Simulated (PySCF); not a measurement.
methoxymethyl(silyl)silane (C2H10OSi2), SMILES O(C)C[SiH2][SiH3].

Geometry optimised at B3LYP-D3(BJ)/def2-SVP. One conformer was computed; it need not be the lowest.

Method: B3LYP-D3(BJ)/def2-SVP run with PySCF.

Frequencies are harmonic and unscaled.

Computed normal modes with their intensities:
```csv
mode,ν (cm⁻¹),IR (km/mol),moving atoms (share of kinetic energy)
1,58,0.2,"Si 40 %, C 27 %, H 25 %"
2,88,4.3,"H 45 %, O 42 %, C 9 %"
3,125,0.3,"H 56 %, C 26 %, Si 13 %"
4,136,0.4,"H 74 %, C 13 %"
5,225,5.0,"H 36 %, C 26 %, O 21 %, Si 17 %"
6,240,2.3,"H 76 %, O 12 %, C 10 %"
7,369,12.9,"H 51 %, C 18 %, O 17 %, Si 14 %"
8,383,16.7,"H 67 %, Si 17 %, C 9 %"
9,429,0.6,"Si 80 %, H 16 %"
10,513,19.6,"H 85 %, Si 14 %"
11,559,5.1,"H 72 %, Si 23 %"
12,662,4.4,"H 78 %, Si 11 %, C 9 %"
13,697,22.9,"H 73 %, C 23 %"
14,790,189.1,"H 60 %, C 20 %, Si 19 %"
15,855,204.1,"H 78 %, C 15 %"
16,903,54.1,"H 83 %, Si 10 %"
17,937,13.7,H 96 %
18,951,105.3,H 92 %
19,952,45.1,H 97 %
20,976,17.4,"C 53 %, O 26 %, H 21 %"
21,1172,54.2,"H 52 %, C 27 %, O 21 %"
22,1173,65.0,"H 49 %, C 28 %, O 24 %"
23,1207,57.7,"H 50 %, C 28 %, O 21 %"
24,1230,13.7,H 87 %
25,1304,8.6,"H 67 %, C 27 %"
26,1453,19.6,"H 91 %, C 8 %"
27,1458,6.3,H 96 %
28,1466,5.8,H 93 %
29,1493,5.2,H 91 %
30,2198,82.0,H 98 %
31,2206,121.9,H 97 %
32,2208,17.0,H 97 %
33,2213,142.0,H 96 %
34,2230,110.6,H 96 %
35,2948,31.4,H 95 %
36,2966,76.0,H 97 %
37,2991,44.5,"H 90 %, C 10 %"
38,3022,49.9,"H 90 %, C 10 %"
39,3124,21.9,"H 91 %, C 9 %"
```
